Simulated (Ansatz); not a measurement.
A structure relaxed at PBE-D4/def2-SVP in Ansatz, charge 0, singlet:

```csv
atom,x (Å),y (Å),z (Å)
Be1,1.185,-0.439,0.138
Be2,-0.235,0.874,0.892
Be3,-0.824,-0.960,0.120
Be4,-0.126,0.525,-1.151
O5,0.284,-1.058,-1.080
O6,-1.434,0.531,-0.167
O7,0.998,1.162,-0.146
O8,0.153,-0.636,1.393
```

Problem. Give its formula and point group.

Solution. Be₄O₄. Point group Td (tolerance 0.1 Å).

Problem. Summarise the bond lengths by kind (pairs closer than 1.2 times the sum of covalent radii, bridged metal pairs left out).

Solution. 12 × Be–O 1.64 Å.

Another isomer (singlet) lies 1.74 eV lower at PBE0-D4/def2-TZVP; other spin states weren't run for this one.
